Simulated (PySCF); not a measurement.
**Computed structure and properties of [Nd(H2O)3]3+**

System: [Nd(H2O)3]3+ (singlet in the valence; each metal's 4f electrons, 3 of them, lie in its core potential, out of spins and levels); start: displaced along the imaginary mode (D3). Method: PySCF 2.14.0, RKS PBE0, Nd lcecp-1-SVP with ECP49, O def2-SVP, H def2-SVP; non-relativistic Hamiltonian with scalar-relativistic core potentials where named; density fitting; no spin-orbit coupling.

Input of the relaxation:

```python
mol = gto.M(atom='''
Nd     0.00000     0.00000    -0.00000
O      2.33816     0.00001     0.00000
H      2.95481     0.25001     0.77054
H      2.95481    -0.24999    -0.77054
O     -1.16909     2.02490    -0.00000
H     -1.69392     2.43393     0.77054
H     -1.26091     2.68393    -0.77054
O     -1.16907    -2.02491    -0.00000
H     -1.26089    -2.68394     0.77054
H     -1.69390    -2.43395    -0.77054''',
    basis={'Nd': 'lcecp-1-SVP', 'O': 'def2-SVP', 'H': 'def2-SVP'},
    ecp={'Nd': 'lcecp-1-SVP'},
    charge=3, spin=0)
mf = dft.RKS(mol, xc='PBE0')
mf.grids.atom_grid = (50, 194)  # f atoms: unpruned, at least (60, 302)
mf = mf.density_fit()  # fitting sets: Nd AutoAux, O def2-universal-JKFIT, H def2-universal-JKFIT
mf.conv_tol = 1e-08; mf.max_cycle = 55
mf.kernel(dm0)  # dm0: converged density of the start geometry
# quasi-Newton relaxation in Cartesian coordinates to a largest gradient under 0.00045 Eh/bohr, steps kept in the point group
```

Run from Python with OMP_NUM_THREADS=2; the lines above give its settings. Where DIIS fails, smearing, a level shift and second-order steps follow.
It took 2.3 min on 2 threads of Arm Neoverse V1, with other jobs on the host, from the converged density of the start.

Course of the relaxation:

```csv
step,energy above end (eV),largest force component within the symmetry (eV/Å)
0,0.2677,1.175
1,0.1170,0.153
2,0.1099,0.047
3,0.1046,0.162
4,0.1005,0.265
5,0.0933,0.326
6,0.0771,0.264
7,0.0600,0.059
23,0.0008,0.028
24,0.0004,0.013
25,0.0002,0.036
26,0.0001,0.012
27,0.0000,0.011
28,0.0000,0.010
```
(The steps between are left out.)

Relaxed geometry (D3, nearly planar):

```xyz
10

Nd    0.0000    0.0000    0.0000
O     2.3218    0.0000    0.0000
H     2.9376    0.7691    0.0659
H     2.9376   -0.7691   -0.0659
O    -1.1609    2.0107    0.0000
H    -2.1349    2.1595    0.0659
H    -0.8028    2.9286   -0.0659
O    -1.1609   -2.0107    0.0000
H    -0.8027   -2.9286    0.0659
H    -2.1348   -2.1595   -0.0659
```

```tsv
contact	Å
Nd1–O2 (H2O)	2.322
Nd1–O5 (H2O)	2.322
Nd1–O8 (H2O)	2.322
```

On the finer grid (75, 302):

The HOMO is -24.99 eV. The LUMO is -16.82 eV. The dipole about the centre of mass is 0.00 D. The set of Mulliken populations of Nd1 outside the core potential is s 2.10, p 6.13, d 0.72, f 0.05 and the D3(BJ) dispersion energy (not in the energies) is -0.126 eV.

```tsv
atom	Mulliken (e)	Löwdin (e)	spin (e)
Nd1	2.00	1.69	0.00
O2	-0.33	0.02	0.00
H3	0.33	0.21	0.00
H4	0.33	0.21	0.00
O5	-0.33	0.02	0.00
H6	0.33	0.21	0.00
H7	0.33	0.21	0.00
O8	-0.33	0.02	0.00
H9	0.33	0.21	0.00
H10	0.33	0.21	0.00
```

The 4f levels lie in the core potential and are missing. Their spin isn't counted.

On the grid (50, 194), as all that follows. Harmonic modes: a minimum within the noise of the softest modes; lowest -14 cm⁻¹ (negative: unstable), highest 3617 cm⁻¹, zero-point energy 1.997 eV.

Taking off one H2O (charge 0, singlet; the rest: singlet) in vacuum, both parts rigid, costs 3.63 eV; the small basis without counterpoise inflates it. Parting with an electron moved from the ligand to the metal can be far cheaper, even downhill.

Rigid scan of H2O along the line from its metal:

```json
{"distance to O2 (Å)": "2.02", "energy (eV)": "0.663"}
{"distance to O2 (Å)": "2.12", "energy (eV)": "0.253"}
{"distance to O2 (Å)": "2.22", "energy (eV)": "0.055"}
{"distance to O2 (Å)": "2.32", "energy (eV)": "0.000"}
{"distance to O2 (Å)": "2.42", "energy (eV)": "0.040"}
{"distance to O2 (Å)": "2.52", "energy (eV)": "0.142"}
{"distance to O2 (Å)": "2.72", "energy (eV)": "0.441"}
```

One start shape was tried, so this needn't be the lowest isomer.

An lcecp potential fixes the number of 4f electrons, so in runs with it no electron can move into or out of that shell.
